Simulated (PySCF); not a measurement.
GeHCl, SMILES [Cl][GeH] (connectivity only; charge and spin as stated), neutral, multiplicity 1. Geometry optimised at ωB97X-D3(BJ)/def2-TZVP.

TDDFT-CAM-B3LYP/def2-TZVPD (PySCF) puts the lowest singlet excitations at 2.71, 5.05, 5.46, 5.78, 5.80, 6.52 eV.

### Question
What are the lowest excitation roots from ADC(2)/aug-cc-pVDZ (PySCF)? (The exact figures need the calculation; the answer reports its results.)

### Answer
2.87, 5.26, 5.52, 5.75, 6.19, 6.37 eV. S1 differs by 0.16 eV (second minus first; roots are paired by order, and the bases may differ).
